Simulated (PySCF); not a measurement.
Computed with B3LYP-D3(BJ)/def2-TZVP // B3LYP-D3(BJ)/def2-SVP run with PySCF. Isolated molecules, 0 K electronic values unless said otherwise. One relaxed conformer stands for a flexible species; it need not be the lowest. B3LYP has the VWN-RPA correlation part, as in Gaussian. Delta-SCF ions had no search for a lower state. Excitations are Tamm–Dancoff values on a coarser integration grid. The basis has no diffuse functions, so Rydberg states are missing or too high.

Reference species (SMILES): `C[C@@H]([SiH3])[C@H](C)C(F)(F)F` (Si–C–C–C torsion 66°) (neutral, multiplicity 1).

```yaml
brightest of the four lowest singlets (TDA): 8.55 eV
HOMO: -8.31 eV
T1 excitation (TDA): 7.38 eV
vertical ionisation energy (Delta-SCF): 10.38 eV
```

Changed species: `C[C@@H](CC[SiH3])C(F)(F)F` (C–C–C–C torsion -64°, C–C–C–Si torsion -177°).

Q: Give the shifts of the brightest of the four lowest singlets (TDA), HOMO, T1 excitation (TDA) and vertical ionisation energy (Delta-SCF).

A: the brightest of the four lowest singlets (TDA) falls by 0.61 eV, to 7.94 eV; the HOMO drops by 0.29 eV, to -8.60 eV; the T1 excitation (TDA) increases by 0.07 eV, to 7.45 eV; the vertical ionisation energy (Delta-SCF) rises by 0.24 eV, to 10.62 eV.
